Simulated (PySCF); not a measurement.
Compound: ethylbutylamine, C6H15N.
Atom-mapped SMILES: `[CH3:1][CH2:2][CH2:3][CH2:4][NH:5][CH2:6][CH3:7]` (hydrogens: H8, H9, H10 on C1; H11, H12 on C2; H13, H14 on C3; H15, H16 on C4; H17 on N5; H18, H19 on C6; H20, H21, H22 on C7)

Computed by this run: PBE0-D3(BJ)/def2-SVP geometry optimisation, gas phase in PySCF; density fitting, grid level 2; the optimiser is geomeTRIC in internal coordinates, started from a GFN2-xTB structure.

Step 0: E = -7942.0242 eV
```
atom  x, y, z in Å  |  force x, y, z in eV/Å
C1     -3.4135   -0.5184    0.2384    0.365   0.595   0.053
C2     -2.3077    0.5245    0.3492    0.099  -0.885  -0.071
C3     -0.9208   -0.1108    0.3200   -0.046   1.005   0.047
C4      0.1895    0.9353    0.4990    0.205  -0.807   0.113
N5      1.5419    0.4189    0.5324   -0.030   0.088  -0.261
C6      2.0525   -0.0884   -0.7272    0.339  -0.031   0.718
C7      3.5138   -0.4875   -0.5685   -0.689   0.209  -0.248
H8     -3.3254   -1.0725   -0.6938   -0.017  -0.279  -0.374
H9     -3.3535   -1.2256    1.0631   -0.031  -0.340   0.319
H10    -4.3914   -0.0433    0.2646   -0.468   0.093  -0.003
H11    -2.4279    1.0835    1.2803   -0.037   0.282   0.270
H12    -2.3934    1.2356   -0.4756   -0.032   0.333  -0.215
H13    -0.7849   -0.6319   -0.6301    0.055  -0.273  -0.279
H14    -0.8426   -0.8511    1.1214    0.052  -0.302   0.229
H15     0.1352    1.6681   -0.3113   -0.073   0.306  -0.171
H16     0.0248    1.4664    1.4425   -0.162   0.262   0.181
H17     1.6191   -0.2993    1.2471    0.036  -0.047   0.100
H18     1.9700    0.7215   -1.4588   -0.060   0.152  -0.285
H19     1.4819   -0.9508   -1.1142   -0.129  -0.127  -0.223
H20     4.0838    0.3503   -0.1767    0.263   0.340   0.183
H21     3.6074   -1.3223    0.1231    0.106  -0.373   0.282
H22     3.9307   -0.7828   -1.5279    0.254  -0.200  -0.364
```

**Question.** Estimate the geometry and energy of step 1. (The exact step hangs on the optimiser's Hessian estimate; all steps are aligned on step 0, rigid shifts and turns removed.)

**Answer.** E = -7942.0822 eV, largest force 0.180 eV/Å
```
atom  x, y, z in Å  |  force x, y, z in eV/Å
C1     -3.4233   -0.5180    0.2243   -0.044  -0.092   0.001
C2     -2.3114    0.5075    0.3483    0.025   0.169   0.012
C3     -0.9160   -0.0971    0.3336    0.019  -0.174  -0.015
C4      0.1964    0.9324    0.5183   -0.030   0.175  -0.031
N5      1.5529    0.4384    0.5346   -0.009  -0.080   0.067
C6      2.0592   -0.0815   -0.7139   -0.093   0.006  -0.151
C7      3.5098   -0.4974   -0.5845    0.088  -0.010   0.055
H8     -3.3391   -1.0885   -0.7160   -0.004   0.016   0.030
H9     -3.3864   -1.2453    1.0530   -0.010   0.018  -0.033
H10    -4.4190   -0.0474    0.2399    0.028  -0.005  -0.003
H11    -2.4435    1.0870    1.2818   -0.001  -0.024  -0.049
H12    -2.3931    1.2451   -0.4726    0.001  -0.029   0.050
H13    -0.7684   -0.6468   -0.6147    0.001   0.020   0.049
H14    -0.8364   -0.8546    1.1388   -0.001   0.034  -0.048
H15     0.1251    1.6919   -0.2849   -0.006  -0.040   0.059
H16     0.0143    1.4822    1.4611    0.021  -0.023  -0.037
H17     1.6651   -0.2554    1.2725    0.013   0.026  -0.006
H18     1.9728    0.7233   -1.4690    0.006  -0.049   0.037
H19     1.4713   -0.9369   -1.1223    0.029   0.049   0.032
H20     4.1134    0.3421   -0.2057   -0.003  -0.029  -0.013
H21     3.6203   -1.3366    0.1243    0.001   0.034  -0.025
H22     3.9256   -0.8249   -1.5501   -0.032   0.007   0.022
```

The energy changes by -0.0580 eV. The first-order estimate −F·Δx gives -0.1298 eV and the mean of the old and new forces, exact on a quadratic surface, -0.0581 eV. The step makes an angle of 69° with the force vector and moves no atom by more than 0.068 Å.

What follows is the cost of the whole optimisation. Time: 43 s wall; peak memory 0.80 GiB. Hardware: one thread of an Arm Neoverse V2, no GPU, shared host with 96 logical CPUs at a one-minute load of 22.
